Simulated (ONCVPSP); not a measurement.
**LDA (Perdew-Wang 92) ONCV dataset for palladium, fully relativistic all-electron reference.**

The input file (ONCVPSP 4.0.1):

```
# ATOM AND REFERENCE CONFIGURATION
# atsym  z   nc   nv     iexc    psfile
  Pd 46.00    6    3  -001012      upf
#
#   n    l    f
    1    0    2.00
    2    0    2.00
    2    1    6.00
    3    0    2.00
    3    1    6.00
    3    2   10.00
    4    0    2.00
    4    1    6.00
    4    2   10.00
#
# PSEUDOPOTENTIAL AND OPTIMIZATION
# lmax
    2
#
#   l,   rc,      ep,       ncon, nbas, qcut
    0    1.65    0.00    4    8    8.80
    1    1.35    0.00    3    7   12.90
    2    1.55    0.00    4    9    7.90
#
# LOCAL POTENTIAL
# lloc, lpopt,  rc(5),   dvloc0
    4    5    1.30    2.00
#
# VANDERBILT-KLEINMAN-BYLANDER PROJECTORs
# l, nproj, debl
    0    3    2.20
    1    2    2.40
    2    2    2.30
#
# MODEL CORE CHARGE
# icmod, fcfact, rcfact
    0    0.00    0.00
#
# LOG DERIVATIVE ANALYSIS
# epsh1, epsh2, depsh
   -5.00    5.00    0.04
#
# OUTPUT GRID
# rlmax, drl
    6.00    0.01
#
# TEST CONFIGURATIONS
# ncnf
    4
# nvcnf
#   n    l    f
    3
    4    0    2.00
    4    1    6.00
    4    2    9.00
#
    3
    4    0    2.00
    4    1    6.00
    4    2    8.00
#
    3
    4    0    2.00
    4    1    6.00
    4    2    7.00
#
    4
    4    0    2.00
    4    1    6.00
    4    2    9.00
    5    0    1.00
#
```

Command:

```bash
oncvpspr.x < Pd.dat > Pd.out
```

Resulting log (shortened: citation, most of the input echo, consistency checks and plot data are left out):

```
ONCVPSP  (Optimized Norm-Conservinng Vanderbilt PSeudopotential)
relativistic version 4.0.1

#   n    l    f        energy (Ha)
    1    0    2.00    -8.8647190D+02
    2    0    2.00    -1.2942683D+02
    2    1    6.00    -1.1427713D+02    -1.2012602D+02
    3    0    2.00    -2.3317045D+01
    3    1    6.00    -1.8622434D+01    -1.9642122D+01
    3    2   10.00    -1.1886034D+01    -1.2089565D+01
    4    0    2.00    -3.1379624D+00
    4    1    6.00    -1.8352121D+00    -2.0004430D+00
    4    2   10.00    -1.5216585D-01    -1.6829637D-01

Reference configufation results
  iterations    33
  all-electron total energy (Ha)   -5.04218047D+03

Begin loop to  construct optimized pseudo wave functions
and semi-local pseudopoentials for all angular momenta

WARNING wellstate: negative energy specified for n= 5 l=  0
WARNING scattering state with energy  0.25000000
WARNING will be used for the first projector

   Wellstate for l =  0  n =  6 kap= -1
     eigenvalue =   0.2500
     asymptotic potential =   0.7500
     half-point radius =  8.2901

   Wellstate for l =  0  n =  7 kap= -1
     eigenvalue =   2.4500
     asymptotic potential =   2.9500
     half-point radius =  3.9822

Calculating optimized projector #   1

 for l=   0

    Fraction of norm inside rc  0.969348
    Optimizing pswf for qcut=   8.80 a_B^-1,  ecut=  38.72 Ha
    Residual kinetic energy error=  6.80D-08 Ha

    Energy error per electron        Cutoff
         Ha          eV             Ha
         0.01000     0.27211       17.62
         0.00100     0.02721       23.71
         0.00010     0.00272       28.32
         0.00001     0.00027       32.23

Calculating optimized projector #   2

 for l=   0

    Fraction of norm inside rc  0.036571
    Optimizing pswf for qcut=   8.80 a_B^-1,  ecut=  38.72 Ha
    Residual kinetic energy error=  7.55D-08 Ha

    Energy error per electron        Cutoff
         Ha          eV             Ha
         0.01000     0.27211        5.77
         0.00100     0.02721       19.73
         0.00010     0.00272       26.18
         0.00001     0.00027       31.05

Calculating optimized projector #   3

 for l=   0

    Fraction of norm inside rc  0.090272
    Optimizing pswf for qcut=   8.80 a_B^-1,  ecut=  38.72 Ha
    Residual kinetic energy error=  8.51D-07 Ha

    Energy error per electron        Cutoff
         Ha          eV             Ha
         0.01000     0.27211       17.38
         0.00100     0.02721       25.08
         0.00010     0.00272       30.55
         0.00001     0.00027       34.84

   Wellstate for l =  1  n =  5 kap= -2
     eigenvalue =   0.5648
     asymptotic potential =   1.0648
     half-point radius =  2.8325

Calculating optimized projector #   1

 for l=   1

    Fraction of norm inside rc  0.800959
    Optimizing pswf for qcut=  12.89 a_B^-1,  ecut=  83.11 Ha
    Residual kinetic energy error=  8.72D-09 Ha

    Energy error per electron        Cutoff
         Ha          eV             Ha
         0.01000     0.27211       37.02
         0.00100     0.02721       49.07
         0.00010     0.00272       58.61
         0.00001     0.00027       66.44

Calculating optimized projector #   2

 for l=   1

    Fraction of norm inside rc  0.078496
    Optimizing pswf for qcut=  12.89 a_B^-1,  ecut=  83.11 Ha
    Residual kinetic energy error=  2.97D-09 Ha

    Energy error per electron        Cutoff
         Ha          eV             Ha
         0.01000     0.27211       28.27
         0.00100     0.02721       43.22
         0.00010     0.00272       54.05
         0.00001     0.00027       62.74

   Wellstate for l =  1  n =  5 kap=  1
     eigenvalue =   0.3996

Calculating optimized projector #   1

 for l=   1

    Fraction of norm inside rc  0.826336
    Optimizing pswf for qcut=  12.89 a_B^-1,  ecut=  83.11 Ha
    Residual kinetic energy error=  9.34D-09 Ha

    Energy error per electron        Cutoff
         Ha          eV             Ha
         0.01000     0.27211       36.99
         0.00100     0.02721       49.22
         0.00010     0.00272       58.79
         0.00001     0.00027       66.59

Calculating optimized projector #   2

 for l=   1

    Fraction of norm inside rc  0.076263
    Optimizing pswf for qcut=  12.89 a_B^-1,  ecut=  83.11 Ha
    Residual kinetic energy error=  3.28D-09 Ha

    Energy error per electron        Cutoff
         Ha          eV             Ha
         0.01000     0.27211       27.51
         0.00100     0.02721       43.28
         0.00010     0.00272       54.28
         0.00001     0.00027       63.01

   Wellstate for l =  2  n =  6 kap= -3
     eigenvalue =   2.1478
     asymptotic potential =   2.6478
     half-point radius =  3.7706

Calculating optimized projector #   1

 for l=   2

    Fraction of norm inside rc  0.575357
    Optimizing pswf for qcut=   7.91 a_B^-1,  ecut=  31.31 Ha
    Residual kinetic energy error=  6.07D-05 Ha

    Energy error per electron        Cutoff
         Ha          eV             Ha
         0.01000     0.27211       20.71
         0.00100     0.02721       25.89
         0.00010     0.00272       30.42
         0.00001     0.00027       87.73

Calculating optimized projector #   2

 for l=   2

    Fraction of norm inside rc  0.082593
    Optimizing pswf for qcut=   7.91 a_B^-1,  ecut=  31.31 Ha
    Residual kinetic energy error=  9.80D-05 Ha

    Energy error per electron        Cutoff
         Ha          eV             Ha
         0.01000     0.27211       20.51
         0.00100     0.02721       26.43
         0.00010     0.00272       31.28
         0.00001     0.00027       56.12

   Wellstate for l =  2  n =  6 kap=  2
     eigenvalue =   2.1317

Calculating optimized projector #   1

 for l=   2

    Fraction of norm inside rc  0.591707
    Optimizing pswf for qcut=   7.91 a_B^-1,  ecut=  31.31 Ha
    Residual kinetic energy error=  6.90D-05 Ha

    Energy error per electron        Cutoff
         Ha          eV             Ha
         0.01000     0.27211       20.99
         0.00100     0.02721       26.10
         0.00010     0.00272       30.69
         0.00001     0.00027       93.30

Calculating optimized projector #   2

 for l=   2

    Fraction of norm inside rc  0.082205
    Optimizing pswf for qcut=   7.91 a_B^-1,  ecut=  31.31 Ha
    Residual kinetic energy error=  1.09D-04 Ha

    Energy error per electron        Cutoff
         Ha          eV             Ha
         0.01000     0.27211       20.73
         0.00100     0.02721       26.63
         0.00010     0.00272       31.50
         0.00001     0.00027       61.91

Construct Vanderbilt / Kleinmman-Bylander projectors

B matrix Hermiticity error, ll=  0  kap= -1
   1   2   -2.8312D-04
   1   3    6.7943D-04
   2   3    6.9229D-05

  Orthonormal projector coefficients  1.0997E+01  1.1917E+00 -3.3987E-01

B matrix Hermiticity error, ll=  1  kap= -2
   1   2    3.7088D-04

  Orthonormal projector coefficients  9.8853E+00 -5.9967E-01

B matrix Hermiticity error, ll=  1  kap=  1
   1   2    4.0154D-04

  Orthonormal projector coefficients  9.6486E+00 -6.9288E-01

B matrix Hermiticity error, ll=  2  kap= -3
   1   2   -2.3000D-04

  Orthonormal projector coefficients -1.6052E+00 -5.9759E-01

B matrix Hermiticity error, ll=  2  kap=  2
   1   2   -2.3498D-04

  Orthonormal projector coefficients -1.6896E+00 -6.2474E-01

 Orthonormal scalar projector coefficients, l =  1
  9.7979E+00 -6.2665E-01  4.4452E-03 -3.7978E-05

 Orthonormal spin-orbit projector coefficients, l =  1
  5.2103E-01 -3.1695E-01  1.7306E-02 -1.4507E-03

 Orthonormal scalar projector coefficients, l =  2
 -1.6387E+00 -6.0834E-01 -3.8222E-04 -1.0672E-06

 Orthonormal spin-orbit projector coefficients, l =  2
  4.1046E-02  1.3065E-02 -9.4905E-03 -3.5508E-05

Pseudoatom total energy -127.573440

Diagnostic tests using Vanderbilt-Kleinman-Bylander pseudopotentials
  relativistic with J = L +/- 1/2 projectors

   l  kap   rcore       rmatch      e in        delta e    norm test   slope test

   0  -1   1.6564705   1.7067645  -3.1379624  -0.0000033   1.0002437   1.0002237
   0  -1   1.6564705   1.7067645   0.2500000   0.0000201   1.0002309   1.0002309
   0  -1   1.6564705   1.7067645   2.4500000   0.0000541   1.0002796   1.0002796

   1  -2   1.3516130   1.3926509  -1.8352121  -0.0000250   1.0001697   1.0001925
   1   1   1.3516130   1.3926509  -2.0004430  -0.0000106   1.0001842   1.0001852
   1  -2   1.3516130   1.3926509   0.5647879   0.0000033   1.0004073   1.0004073
   1   1   1.3516130   1.3926509   0.5354239   0.0000149   1.0004113   1.0004113

   2  -3   1.5509790   1.5980701  -0.1521659  -0.0000107   1.0000842   1.0001001
   2   2   1.5509790   1.5980701  -0.1682964   0.0000040   1.0000954   1.0000629
   2  -3   1.5509790   1.5980701   2.1478342   0.0000025   1.0003281   1.0003281
   2   2   1.5509790   1.5980701   2.1424291   0.0000076   1.0003244   1.0003244

Diagnostic tests using Vanderbilt-Kleinman-Bylander pseudopotentials
  relativistic with scalar and spin-orbit non-local projectors

   l  kap   rcore       rmatch      e in        delta e    norm test   slope test

   0  -1   1.6564705   1.7067645  -3.1379624  -0.0000033   1.0002437   1.0002237
   0  -1   1.6564705   1.7067645   0.2500000   0.0000201   1.0002309   1.0002309
   0  -1   1.6564705   1.7067645   2.4500000   0.0000541   1.0002796   1.0002796

   1  -2   1.3516130   1.3926509  -1.8352121  -0.0000278   1.0001600   1.0001814
   1   1   1.3516130   1.3926509  -2.0004430  -0.0000087   1.0001775   1.0001793
   1  -2   1.3516130   1.3926509   0.5647879  -0.0001040   1.0004743   1.0004743
   1   1   1.3516130   1.3926509   0.5354239  -0.0001619   1.0004967   1.0004967

   2  -3   1.5509790   1.5980701  -0.1521659  -0.0000072   1.0000859   1.0001123
   2   2   1.5509790   1.5980701  -0.1682964   0.0000013   1.0000948   1.0000548
   2  -3   1.5509790   1.5980701   2.1478342   0.0000054   1.0003261   1.0003261
   2   2   1.5509790   1.5980701   2.1424291   0.0000104   1.0003213   1.0003213

Ghost test for J = L + 1/2

 Testing for bound ghosts
   n   l    E NL Schr. Eq   E Basis Diag.   E Cutoff

   1   0       -3.137966       -3.137965    128.02

   2   1       -1.835237       -1.835146    122.17

   3   2       -0.152177       -0.144749    184.15

 Testing for highly-localized positive-energy ghosts
       l    <radius>/rc     E Basis Diag.   E Cutoff

       0        0.913410       15.494809    128.02  WARNING - GHOST(+)

Ghost test for J = L - 1/2

 Testing for bound ghosts
   n   l    E NL Schr. Eq   E Basis Diag.   E Cutoff

   1   0       -3.137966       -3.137965    128.02

   2   1       -2.000454       -2.000396    122.17

   3   2       -0.168292       -0.161748    184.15

 Testing for highly-localized positive-energy ghosts
       l    <radius>/rc     E Basis Diag.   E Cutoff

       0        0.913410       15.494809    128.02  WARNING - GHOST(+)

Test configuration 0

   n   l kap    f        eae           eps        diff
   1   0  -1  2.0000 -886.47189619
   2   0  -1  2.0000 -129.42683161
   2   1  -2  4.0000 -114.27713379
   2   1   1  2.0000 -120.12602020
   3   0  -1  2.0000  -23.31704543
   3   1  -2  4.0000  -18.62243425
   3   1   1  2.0000  -19.64212164
   3   2  -3  6.0000  -11.88603409
   3   2   2  4.0000  -12.08956527
   4   0  -1  2.0000   -3.13796237   -3.13796564   -3.27E-06
   4   1  -2  4.0000   -1.83521208   -1.83523712   -2.50E-05
   4   1   1  2.0000   -2.00044296   -2.00045360   -1.06E-05
   4   2  -3  6.0000   -0.15216585   -0.15217652   -1.07E-05
   4   2   2  4.0000   -0.16829637   -0.16829233    4.04E-06

    Total energies and differences
      AE_ref= -5.04218047E+03  AE_tst= -5.04218047E+03  dif=  0.00E+00
      PS_ref= -1.27573440E+02  PS_tst= -1.27573440E+02  dif= -9.24E-13
      PSP excitation error=  9.24E-13

Test configuration 1

   n   l kap    f        eae           eps        diff
   1   0  -1  2.0000 -886.88896992
   2   0  -1  2.0000 -129.84607670
   2   1  -2  4.0000 -114.69617195
   2   1   1  2.0000 -120.54499042
   3   0  -1  2.0000  -23.73664991
   3   1  -2  4.0000  -19.04204154
   3   1   1  2.0000  -20.06170867
   3   2  -3  6.0000  -12.30572982
   3   2   2  4.0000  -12.50925670
   4   0  -1  2.0000   -3.55495419   -3.55474797    2.06E-04
   4   1  -2  4.0000   -2.24889444   -2.24887684    1.76E-05
   4   1   1  2.0000   -2.41511274   -2.41505814    5.46E-05
   4   2  -3  5.4000   -0.54004260   -0.54005060   -8.00E-06
   4   2   2  3.6000   -0.55783023   -0.55781816    1.21E-05

    Total energies and differences
      AE_ref= -5.04218047E+03  AE_tst= -5.04183533E+03  dif=  3.45E-01
      PS_ref= -1.27573440E+02  PS_tst= -1.27228298E+02  dif=  3.45E-01
      PSP excitation error= -4.92E-06

Test configuration 2

   n   l kap    f        eae           eps        diff
   1   0  -1  2.0000 -887.40501310
   2   0  -1  2.0000 -130.36637192
   2   1  -2  4.0000 -115.21615810
   2   1   1  2.0000 -121.06486903
   3   0  -1  2.0000  -24.25453192
   3   1  -2  4.0000  -19.55988861
   3   1   1  2.0000  -20.57965097
   3   2  -3  6.0000  -12.82411405
   3   2   2  4.0000  -13.02767823
   4   0  -1  2.0000   -4.06053986   -4.06027384    2.66E-04
   4   1  -2  4.0000   -2.74778018   -2.74758560    1.95E-04
   4   1   1  2.0000   -2.91599830   -2.91572355    2.75E-04
   4   2  -3  4.8000   -1.00555168   -1.00543378    1.18E-04
   4   2   2  3.2000   -1.02508962   -1.02493375    1.56E-04

    Total energies and differences
      AE_ref= -5.04218047E+03  AE_tst= -5.04106054E+03  dif=  1.12E+00
      PS_ref= -1.27573440E+02  PS_tst= -1.26453555E+02  dif=  1.12E+00
      PSP excitation error=  4.16E-05

Test configuration 3

psatom_r: WARNING lschvkbb convergence error n,l,kap,iter=   3   2  -3

ea(ii),et,emin,emax -1.521765E-01 -1.673942E-01 -1.673942E-01 -1.673942E-01
run_config_r: WARNING for fully non-local PS atom,
 WARNING no output for configuration 4

Test configuration 4

   n   l kap    f        eae           eps        diff
   1   0  -1  2.0000 -886.59479321
   2   0  -1  2.0000 -129.55626878
   2   1  -2  4.0000 -114.40612310
   2   1   1  2.0000 -120.25483762
   3   0  -1  2.0000  -23.44539286
   3   1  -2  4.0000  -18.75078474
   3   1   1  2.0000  -19.77049106
   3   2  -3  6.0000  -12.01487271
   3   2   2  4.0000  -12.21841919
   4   0  -1  2.0000   -3.26003064   -3.25935741    6.73E-04
   4   1  -2  4.0000   -1.95276434   -1.95257950    1.85E-04
   4   1   1  2.0000   -2.11933404   -2.11904108    2.93E-04
   4   2  -3  5.4000   -0.24674179   -0.24675826   -1.65E-05
   4   2   2  3.6000   -0.26415718   -0.26414230    1.49E-05
   5   0  -1  1.0000   -0.17099352   -0.17099496   -1.43E-06

    Total energies and differences
      AE_ref= -5.04218047E+03  AE_tst= -5.04212739E+03  dif=  5.31E-02
      PS_ref= -1.27573440E+02  PS_tst= -1.27520351E+02  dif=  5.31E-02
      PSP excitation error= -9.60E-06
```

The run took about 4.4 s on one core of a shared server CPU.
